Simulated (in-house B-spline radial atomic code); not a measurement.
Results of a calculation; reference values are marked as such.
Weak and strong correlation along the adiabatic connection

Two-electron singlets in several external potentials (atomic units), by full CI in B-splines with partial waves to l = 8 (correlation energies up to 0.6 % small). The repulsion is scaled by λ at fixed density; W(λ) is the mean repulsion less the Hartree energy, W(0) = E_x, and the area under W from 0 to 1 is E_xc.

One system gave this curve:

```tsv
λ	W (hartree)
0	-1.5405
0.02	-1.5424
0.05	-1.5452
0.12	-1.5517
0.25	-1.5634
0.4	-1.5764
0.6	-1.5929
0.8	-1.6084
1	-1.6232
1.4	-1.6505
2	-1.6867
3	-1.7367
4.5	-1.7943
7	-1.8612
10	-1.9141
```

Question: Which system is it?
A. ω²r²/2 − Z/r, ω = 0.0746, Z = 2
B. −Z exp(−kr)/r, Z = 2.85, k = 0.264
C. −Z/r, Z = 7.25
D. −Z/r, Z = 0.989, wall at 2.47 bohr

Answer: B. The exchange energy sets the size: −Z exp(−kr)/r, Z = 2.85, k = 0.264: E_x = -1.54, E_c = -0.0433; −Z/r, Z = 7.25: E_x = -4.31, E_c = -0.0451; ω²r²/2 − Z/r, ω = 0.0746, Z = 2: E_x = -1.03, E_c = -0.042; −Z/r, Z = 0.989, wall at 2.47 bohr: E_x = -0.824, E_c = -0.0406 hartree.
